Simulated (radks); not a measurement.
Results of a calculation; reference values are marked as such.
Spherical quantum dot in the effective-mass picture: electrons in a hard-walled sphere of radius 6.59, with a point charge +1 (a donor) at the centre, all in effective atomic units (hartree* = m*/eps^2 hartree, bohr* = eps/m* bohr), one dielectric constant everywhere. Level of theory: non-relativistic Kohn-Sham, PBE, spin-polarised, spherical densities (a radial shooting solver with Libxc functionals). Levels are named by radial order and angular momentum (1s, 1p, 1d, 2s, ...), and open shells are averaged over m. Each electron was tried in the lowest free levels, single moves between levels near the top were tried too, and the lowest total energy was kept; such a search can miss a lower state. The series stops at N = 15: beyond it a trial failed or the search could not be trusted, so later rows were left out. At N = 1 the Hartree and exchange-correlation terms need not cancel, so that row can carry a self-interaction error.

N                         open shells  2S  E (hartree*)  mu = E(N) - E(N-1) (hartree*)  addition energy mu(N+1) - mu(N) (hartree*)  e(HOMO) (hartree*)  rms radius (bohr*)
1                    1s(up 1, down 0)   1     -0.499455                       -0.49946                                      0.4972            -0.27690               1.765
2                                none   0     -0.501737                     -0.0022816                                      0.4234             0.12462               2.437
3                    1p(up 1, down 0)   1    -0.0806289                        0.42111                                      0.1743             0.50417               3.227
4                    1p(up 2, down 0)   2      0.514748                        0.59538                                      0.1861             0.68789               3.595
5                    1p(up 3, down 0)   3       1.29626                        0.78151                                      0.2470             0.87532               3.827
6                    1p(up 3, down 1)   2       2.32474                         1.0285                                      0.1702              1.1112               3.994
7                    1p(up 3, down 2)   1       3.52341                         1.1987                                      0.1787              1.2873               4.123
8                                none   0       4.90076                         1.3773                                      0.2454              1.4677               4.226
9                    2s(up 1, down 0)   1       6.52352                         1.6228                                      0.2348              1.7304               4.295
10  1d(up 1, down 0) 2s(up 1, down 0)   2       8.38105                         1.8575                                      0.1774              1.9461               4.377
11  1d(up 2, down 0) 2s(up 1, down 0)   3       10.4160                         2.0349                                      0.1780              2.1239               4.446
12  1d(up 3, down 0) 2s(up 1, down 0)   4       12.6289                         2.2129                                      0.1782              2.3020               4.505
13  1d(up 4, down 0) 2s(up 1, down 0)   5       15.0200                         2.3911                                      0.1783              2.4819               4.557
14  1d(up 5, down 0) 2s(up 1, down 0)   6       17.5894                         2.5694                                      0.2228              2.6704               4.603
15  1d(up 5, down 1) 2s(up 1, down 0)   5       20.3816                         2.7922                                           -              2.8788               4.645

All shells are closed at N = 2, 8 (there: 1s2 1p6); the second difference of the energy has clear peaks (12 % above both neighbours; the first and last values, which can be the largest, are not judged, and half-filled shells can peak too) at N = 5.
